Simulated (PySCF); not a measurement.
Species: [WS(CN)4]-, C4N4SW (charge -1 and doublet state).
Bonds: W1–S2, W1–C3, W1–C5, W1–C7, W1–C9, C3–N4, C5–N6, C7–N8, C9–N10.

Computed by this run: PySCF 2.14.0, PBE0-D3(BJ)/def2-SVP geometry optimisation, gas phase, def2 core potentials past Kr; unrestricted, density fitting, grid level 1; the optimiser is geomeTRIC in internal coordinates, started from a GFN2-xTB structure with every atom displaced at random (about 0.03 Å).

Step 0: E = -22743.6951 eV
```
atom  x, y, z in Å  |  force x, y, z in eV/Å
W1      0.0640   -0.0770    0.5097   -1.770   2.547   1.929
S2     -0.0035   -0.0163    2.6852    0.237  -0.183  -1.700
C3      1.9293   -0.0218   -0.2537   10.854  -0.033  -2.855
N4      3.1833   -0.0164   -0.6109   -9.787  -0.014   2.675
C5      0.0046    1.9723   -0.2437    0.076   0.995  -0.202
N6      0.0060    3.1046   -0.5803   -0.034  -1.764   0.468
C7     -1.9624    0.0087   -0.2079    3.035  -0.181   1.017
N8     -3.0420    0.0403   -0.5864   -2.568   0.085  -0.895
C9     -0.0210   -1.9754   -0.1581   -0.021  -3.328  -1.079
N10    -0.0337   -3.0958   -0.5496   -0.023   1.878   0.642
```

Task: Estimate the geometry and energy of step 1. (The exact step hangs on the optimiser's Hessian estimate; all steps are aligned on step 0, rigid shifts and turns removed.)

Result: E = -22744.7737 eV, largest force 2.687 eV/Å
```
atom  x, y, z in Å  |  force x, y, z in eV/Å
W1      0.0366   -0.0170    0.5097   -0.289  -0.378  -0.816
S2      0.1002   -0.0428    2.5989   -0.004   0.060   0.741
C3      2.0013    0.0190   -0.2058   -2.244  -0.113   0.714
N4      3.1089    0.0179   -0.4998    2.570   0.029  -0.784
C5     -0.0102    1.9350   -0.2593    0.129   0.153   0.184
N6     -0.0095    3.0404   -0.6270   -0.036   0.155  -0.121
C7     -1.9492    0.0439   -0.1829   -0.024  -0.104   0.076
N8     -3.0504    0.0655   -0.5619   -0.198   0.021  -0.073
C9     -0.0433   -2.0180   -0.1905    0.130  -0.069   0.001
N10    -0.0597   -3.1207   -0.5769   -0.032   0.246   0.079
```

The energy changes by -1.0785 eV. The first-order estimate −F·Δx gives -2.2754 eV and the mean of the old and new forces, exact on a quadratic surface, -0.8811 eV. The step makes an angle of 59° with the force vector and moves no atom by more than 0.138 Å.

What follows is the cost of the whole optimisation. The run took 4.8 min of wall time on one thread, AMD EPYC 7R43 (x86_64), on a shared host, and the process peaked at 0.82 GiB of memory.
